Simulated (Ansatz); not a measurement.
Computed with Ansatz on PBE0-D4/def2-TZVP structures; ΔE is electronic, products minus reactants. CCSD(T)/CBS is the MP2 limit (def2-TZVPP, def2-QZVPP) plus CCSD(T) − MP2 in def2-TZVPP, frozen cores. DFT in def2-TZVPP. HSE06 is defined as in plane-wave codes. def2 core potentials past Kr. For Mo outer-core shells are correlated without core-valence functions, which leaves a few kJ/mol of doubt a bond. Each species was taken in one conformer, which may not be the lowest.

`[CH3][Mo]([OH])(=[S])=[S]` + `NB(S)O[SiH3]` → `[NH2][Mo]([OH])(=[S])=[S]` + `CB(S)O[SiH3]`  (redistribution)

Question: Is it downhill or uphill in electronic energy at CCSD(T)/CBS, and by how much? (Estimate.)

Answer: Computed: Uphill: ΔE = +0.25 eV.

Question: What do these levels give: revPBE-D4, BLYP-D4, r2SCAN0-D4, HSE06-D4, ωB97M-V, MP2/def2-SVP, CCSD(T)/def2-SVP, MP2/def2-TZVPP, CCSD(T)/def2-TZVPP, MP2/def2-QZVPP, SCS-MP2/def2-QZVPP, CCSD/CBS(def2)? (Estimate.)

Answer: Computed: revPBE-D4 0.10, BLYP-D4 0.12, r2SCAN0-D4 0.23, HSE06-D4 0.19, ωB97M-V 0.26, MP2/def2-SVP 0.18, CCSD(T)/def2-SVP 0.22, MP2/def2-TZVPP 0.20, CCSD(T)/def2-TZVPP 0.25, MP2/def2-QZVPP 0.20, SCS-MP2/def2-QZVPP 0.23, CCSD/CBS(def2) 0.31 eV.

Largest T1 diagnostic among the species: 0.025, so the coupled-cluster value is less sure than usual.

From BLYP to BHLYP (50 % exact exchange), in def2-TZVPP and without D4, ΔE moves by +0.14 eV. Leaving LDA and LC-ωPBE aside and taking each functional with its dispersion term where it has one, the values, not all of them listed here, spread over 0.16 eV, from revPBE-D4 to BHLYP-D4.
